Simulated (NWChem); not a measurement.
All runs are NWChem calculations. System: vinylidene fluoride (C₂H₂F₂), charge 0, spin multiplicity 1, at a geometry optimised with PBE0/def2-SVP. Level: MP2/def2-TZVP, 4 core orbitals frozen.

The NWChem input:

```
start mol
memory heap 200 mb stack 900 mb global 1100 mb
geometry units angstroms nocenter noautoz
  C      0.000000     0.000000     1.382038
  C      0.000000     0.000000     0.058259
  F      1.073387     0.000000    -0.693462
  F     -1.073387     0.000000    -0.693462
  H     -0.945770     0.000000     1.920268
  H      0.945770     0.000000     1.920268
  symmetry group C2v
end
basis spherical
  * library def2-tzvp
end
scf
  rhf
  nopen 0
  maxiter 100
  thresh 1e-7
  semidirect memsize 60000000 filesize 0
end
mp2
  freeze core 4
end
task mp2 energy
```

Part of the output:

```
             Northwest Computational Chemistry Package (NWChem) 7.3.0
             --------------------------------------------------------

                                NWChem Input Module
                                -------------------

 Scaling coordinates for geometry "geometry" by  1.889725989
 (inverse scale =  0.529177249)

 Turning off AUTOSYM since
 SYMMETRY directive was detected!

                             Geometry "geometry" -> ""
                             -------------------------

 Output coordinates in angstroms (scale by  1.889725989 to convert to a.u.)

  No.       Tag          Charge          X              Y              Z
 ---- ---------------- ---------- -------------- -------------- --------------
    1 C                    6.0000     0.00000000     0.00000000     1.38203800
    2 C                    6.0000     0.00000000     0.00000000     0.05825900
    3 F                    9.0000     1.07338700     0.00000000    -0.69346200
    4 F                    9.0000    -1.07338700     0.00000000    -0.69346200
    5 H                    1.0000    -0.94577000     0.00000000     1.92026800
    6 H                    1.0000     0.94577000     0.00000000     1.92026800

 Effective nuclear repulsion energy (a.u.)     118.1080975787

            Nuclear Dipole moment (a.u.)
            ----------------------------
        X                 Y               Z
 ---------------- ---------------- ----------------
     0.0000000000     0.0000000000     0.0000037795

      Symmetry information
      --------------------

 Group name             C2v
 Group number             16
 Group order               4
 No. of unique centers     4

      Symmetry unique atoms

     1    2    3    5


 Summary of "ao basis" -> "" (spherical)
 ------------------------------------------------------------------------------
       Tag                 Description            Shells   Functions and Types
 ---------------- ------------------------------  ------  ---------------------
 *                         def2-tzvp                  on all atoms

 Summary of "ao basis" -> "ao basis" (spherical)
 ------------------------------------------------------------------------------
       Tag                 Description            Shells   Functions and Types
 ---------------- ------------------------------  ------  ---------------------
 C                         def2-tzvp                11       31   5s3p2d1f
 F                         def2-tzvp                11       31   5s3p2d1f
 H                         def2-tzvp                 4        6   3s1p

                                 NWChem SCF Module
                                 -----------------

  ao basis        = "ao basis"
  functions       =   136
  atoms           =     6
  closed shells   =    16
  open shells     =     0
  charge          =   0.00
  wavefunction    = RHF
  use symmetry    = T
  symmetry adapt  = T

 Summary of "ao basis" -> "ao basis" (spherical)
 ------------------------------------------------------------------------------
       Tag                 Description            Shells   Functions and Types
 ---------------- ------------------------------  ------  ---------------------
 C                         def2-tzvp                11       31   5s3p2d1f
 F                         def2-tzvp                11       31   5s3p2d1f
 H                         def2-tzvp                 4        6   3s1p

      Symmetry analysis of basis
      --------------------------

        a1         54
        a2         17
        b1         40
        b2         25

 Forming initial guess at       0.1s

      Superposition of Atomic Density Guess
      -------------------------------------

 Sum of atomic energies:        -275.17843154

      Non-variational initial energy
      ------------------------------

 Total energy =    -276.740486
 1-e energy   =    -614.648025
 2-e energy   =     219.799441
 HOMO         =      -0.280859
 LUMO         =       0.089892

      Symmetry analysis of molecular orbitals - initial
      -------------------------------------------------

  Numbering of irreducible representations:

     1 a1          2 a2          3 b1          4 b2

  Orbital symmetries:

     1 a1          2 b1          3 a1          4 a1          5 a1
     6 b1          7 a1          8 a1          9 b1         10 b2
    11 a1         12 a2         13 b1         14 a1         15 b1
    16 b2         17 b2         18 a1         19 b1         20 a1
    21 b1         22 a1         23 b2         24 a1         25 a1
    26 b2

 Starting SCF solution at       2.2s

 ----------------------------------------------
         Quadratically convergent ROHF

 Convergence threshold     :          1.000E-07
 Maximum no. of iterations :          100
 Final Fock-matrix accuracy:          1.000E-09
 ----------------------------------------------

              iter       energy          gnorm     gmax       time
             ----- ------------------- --------- --------- --------
                 1     -275.7771910811  1.25D+00  2.52D-01      2.3
                 2     -275.8537178262  3.19D-01  7.21D-02      2.7
                 3     -275.8630220236  2.71D-02  9.37D-03      3.1
                 4     -275.8631342395  3.30D-04  8.32D-05      3.8
                 5     -275.8631342529  1.09D-07  3.09D-08      4.9
                 6     -275.8631342529  1.84D-09  4.76D-10      5.5

       Final RHF  results
       ------------------

         Total SCF energy =   -275.863134252922
      One-electron energy =   -615.956668525557
      Two-electron energy =    221.985436693955
 Nuclear repulsion energy =    118.108097578679

        Time for solution =      3.3s

       Symmetry analysis of molecular orbitals - final
       -----------------------------------------------

  Numbering of irreducible representations:

     1 a1          2 a2          3 b1          4 b2

  Orbital symmetries:

     1 b1          2 a1          3 a1          4 a1          5 a1
     6 b1          7 a1          8 a1          9 b1         10 b2
    11 a1         12 a2         13 b1         14 a1         15 b1
    16 b2         17 b2         18 a1         19 b1         20 a1
    21 a1         22 b1         23 b2         24 a1         25 a1
    26 b2

             Final eigenvalues
             -----------------

              1
    1  -26.3469
    2  -26.3468
    3  -11.4273
    4  -11.2435
    5   -1.7106
    6   -1.6435
    7   -1.0684
    8   -0.8903
    9   -0.8089
   10   -0.7684
   11   -0.7536
   12   -0.6933
   13   -0.6712
   14   -0.6359
   15   -0.5941
   16   -0.3902
   17    0.1652
   18    0.1716
   19    0.2003
   20    0.2189
   21    0.2774
   22    0.2813
   23    0.3246
   24    0.3533
   25    0.4215
   26    0.4229

                       ROHF Final Molecular Orbital Analysis
                       -------------------------------------

 Vector   14  Occ=2.000000D+00  E=-6.358960D-01  Symmetry=a1
              MO Center=  3.4D-15,  6.1D-16,  5.7D-01, r^2= 2.3D+00
   Bfn.  Coefficient  Atom+Function         Bfn.  Coefficient  Atom+Function
  ----- ------------  ---------------      ----- ------------  ---------------
     8      0.268513  1 C  pz                70      0.222447  3 F  pz
   101      0.222447  4 F  pz                39     -0.216632  2 C  pz
    73      0.196497  3 F  pz               104      0.196497  4 F  pz
    11      0.183809  1 C  pz                42     -0.152722  2 C  pz

 Vector   15  Occ=2.000000D+00  E=-5.941118D-01  Symmetry=b1
              MO Center= -7.5D-16,  1.9D-16,  1.4D+00, r^2= 1.7D+00
   Bfn.  Coefficient  Atom+Function         Bfn.  Coefficient  Atom+Function
  ----- ------------  ---------------      ----- ------------  ---------------
     6      0.304780  1 C  px                 9      0.249790  1 C  px
   126     -0.215541  5 H  s                132      0.215541  6 H  s

 Vector   16  Occ=2.000000D+00  E=-3.901591D-01  Symmetry=b2
              MO Center=  7.5D-16,  1.9D-15,  7.4D-01, r^2= 1.7D+00
   Bfn.  Coefficient  Atom+Function         Bfn.  Coefficient  Atom+Function
  ----- ------------  ---------------      ----- ------------  ---------------
     7      0.292313  1 C  py                10      0.288645  1 C  py
    41      0.260574  2 C  py                38      0.253002  2 C  py
    13      0.206662  1 C  py

 Vector   17  Occ=0.000000D+00  E= 1.651978D-01  Symmetry=b2
              MO Center=  1.5D-16,  5.6D-15,  8.6D-01, r^2= 2.9D+00
   Bfn.  Coefficient  Atom+Function         Bfn.  Coefficient  Atom+Function
  ----- ------------  ---------------      ----- ------------  ---------------
    13      0.958170  1 C  py                44     -0.800874  2 C  py
    41     -0.391412  2 C  py                38     -0.336598  2 C  py
    75      0.221516  3 F  py               106      0.221516  4 F  py
     7      0.199760  1 C  py

 Vector   18  Occ=0.000000D+00  E= 1.716323D-01  Symmetry=a1
              MO Center= -1.4D-15,  1.5D-16,  1.7D+00, r^2= 5.9D+00
   Bfn.  Coefficient  Atom+Function         Bfn.  Coefficient  Atom+Function
  ----- ------------  ---------------      ----- ------------  ---------------
     5      2.868354  1 C  s                127     -1.876882  5 H  s
   133     -1.876882  6 H  s                 36     -1.519808  2 C  s
     4      1.072804  1 C  s                 35     -1.027568  2 C  s
    11     -0.638776  1 C  pz                67      0.593050  3 F  s
    98      0.593050  4 F  s                 42     -0.501530  2 C  pz

 Vector   19  Occ=0.000000D+00  E= 2.003202D-01  Symmetry=b1
              MO Center= -4.3D-15, -4.5D-17,  2.3D+00, r^2= 5.2D+00
   Bfn.  Coefficient  Atom+Function         Bfn.  Coefficient  Atom+Function
  ----- ------------  ---------------      ----- ------------  ---------------
   127      3.301824  5 H  s                133     -3.301824  6 H  s
    12      2.952282  1 C  px                43     -0.986542  2 C  px
   126     -0.403525  5 H  s                132      0.403525  6 H  s
    67      0.319841  3 F  s                 98     -0.319841  4 F  s
     6      0.194584  1 C  px                 9     -0.190124  1 C  px

 center of mass
 --------------
 x =   0.00000000 y =   0.00000000 z =  -0.15336822

 moments of inertia (a.u.)
 ------------------
         172.283399443286           0.000000000000           0.000000000000
           0.000000000000         335.057296963973           0.000000000000
           0.000000000000           0.000000000000         162.773897520687

  Mulliken analysis of the total density
  --------------------------------------

    Atom       Charge   Shell Charges
 -----------   ------   -------------------------------------------------------
    1 C    6     6.33   0.85  1.12  0.49  0.58  0.14  1.26  1.33  0.49  0.02  0.03  0.01
    2 C    6     5.52   0.85  1.12  0.52  0.48  0.00  1.13  1.03  0.10  0.06  0.19  0.03
    3 F    9     9.23   0.77  1.20  0.60  1.01  0.34  2.24  2.27  0.78  0.00  0.02  0.00
    4 F    9     9.23   0.77  1.20  0.60  1.01  0.34  2.24  2.27  0.78  0.00  0.02  0.00
    5 H    1     0.84   0.26  0.48  0.08  0.02
    6 H    1     0.84   0.26  0.48  0.08  0.02

       Multipole analysis of the density wrt the origin
       ------------------------------------------------

     L   x y z        total         open         nuclear
     -   - - -        -----         ----         -------
     0   0 0 0     -0.000000      0.000000     32.000000

     1   1 0 0     -0.000000      0.000000      0.000000
     1   0 1 0     -0.000000      0.000000      0.000000
     1   0 0 1      0.531364      0.000000      0.000004

     2   2 0 0    -16.584301      0.000000     80.448349
     2   1 1 0      0.000000      0.000000      0.000000
     2   1 0 1     -0.000000      0.000000      0.000000
     2   0 2 0    -16.850475      0.000000      0.000000
     2   0 1 1     -0.000000      0.000000      0.000000
     2   0 0 2    -15.190946      0.000000     98.245011

                   NWChem MP2 Semi-direct Energy/Gradient Module
                   ---------------------------------------------

  Basis functions       =    136
  Molecular orbitals    =    136
  Frozen core           =      4
  Frozen virtuals       =      0
  Active alpha occupied =     12
  Active beta occupied  =     12
  Active alpha virtual  =    120
  Active beta virtual   =    120
  Use MO symmetry       = T
  Use skeleton AO sym   = T

  AO/Fock/Back tols     =   1.0D-09  1.0D-09  1.0D-09

 GA uses MA = F    GA memory limited = T

 Available:
  local mem=  1.26D+08
 global mem=  1.44D+08
 local disk=  0.00D+00
  mp2_memr nvloc                   120
  nvloc new                   120
   1 passes of  12:        5242880                     109703                  44864353.
   1 passes of  12: M    126151679           G      144142208           F     120908799.

 Semi-direct pass number   1 of   1  for RHF alpha+beta  at        5.7s
  vrange nnbf                  9157
  mp2_eaftype                   171  avail_ma_in_mb                  1099
 EAF : mp2_eaftype filesize         171   22432177.
  mp2_eaf for mointskh                    171
Node 0 wrote    105.5 Mb in      0.0 s     Agg I/O rate:  3344.5 Mb/s
 Done moints_semi at       11.7s
  mp2_eaftype                   171  avail_ma_in_mb                   928
 EAF : mp2_eaftype filesize         171   22432177.
  mp2_eaf for kh                   171
 Done maket at       12.0s
 Done multipass loop at       12.0s

          -------------------------------------------
          SCF energy                -275.863134252922
          Correlation energy          -0.805791430109
          Singlet pairs               -0.496567053278
          Triplet pairs               -0.309224376831
          Total MP2 energy          -276.668925683031
          -------------------------------------------

          ---------------------------------------------------
                    Spin Component Scaled (SCS) MP2
          Same spin pairs                     -0.206149584554
          Same spin scaling factor             0.333333333333
          Opposite spin pairs                 -0.599641845555
          Opposite spin scaling fact.          1.200000000000
          SCS-MP2 correlation energy          -0.788286742851
          Total SCS-MP2 energy              -276.651420995773
          ---------------------------------------------------

 -----------------------
 Performance information
 -----------------------

 Timer overhead =  1.78D-07 seconds/call

               Nr. of calls         CPU time (s)                 Wall time (s)                GFlops
             ---------------    -------------------     ------------------------------   -------------------
Name         Min   Avg   Max    Min     Avg     Max     Min     Avg     Max   Mx/calls   Min     Max     Sum
mp2: moin     1     1     1    6.0     6.0     6.0      6.0     6.0     6.0     6.0      0.0     0.0     0.0
mp2: make     1     1     1   0.34    0.34    0.34     0.34    0.34    0.34    0.34      0.0     0.0     0.0
mp2: tota     1     1     1    6.5     6.5     6.5      6.5     6.5     6.5     6.5      0.0     0.0     0.0

 The average no. of pstat calls per process was 3.00D+00
 with a timing overhead of 5.34D-07s

 Task  times  cpu:       12.0s     wall:       12.0s

 Total times  cpu:       12.0s     wall:       12.0s
```
